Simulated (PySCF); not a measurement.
Constitutional and geometric isomers with formula C2H4S3. Isolated molecules, 0 K electronic values unless said otherwise. One relaxed conformer stands for each flexible species; it need not be the lowest. Strings in code marks are SMILES.

The vertical ionisation energy (Delta-SCF) from two functionals at the same geometries (PBE0-D3(BJ)/def2-TZVP), both in PySCF: PBE-D3(BJ)/def2-TZVP and PBE0-D3(BJ)/def2-TZVP. Delta-SCF ions had no search for a lower state. 

```json
[
 {"species": "`C=C(S)SS`", "PBE0-D3(BJ)/def2-TZVP (eV)": "8.57"},
 {"species": "`SS/C=C/S`", "PBE0-D3(BJ)/def2-TZVP (eV)": "8.28"},
 {"species": "`C(=C/SS)/S`", "PBE0-D3(BJ)/def2-TZVP (eV)": "8.35"},
 {"species": "`SC=C(S)S`", "PBE0-D3(BJ)/def2-TZVP (eV)": "7.96"}
]
```

Question: What does PBE-D3(BJ)/def2-TZVP give for each?

Answer: 
- `C=C(S)SS`: 8.37
- `SS/C=C/S`: 8.01
- `C(=C/SS)/S`: 8.10
- `SC=C(S)S`: 7.72
Over these rows, drawn at random from the members with no instability flagged (it was tested for open shells, ions and some series alone), PBE minus PBE0-D3(BJ): mean -0.24 eV, from -0.27 eV to -0.20 eV.
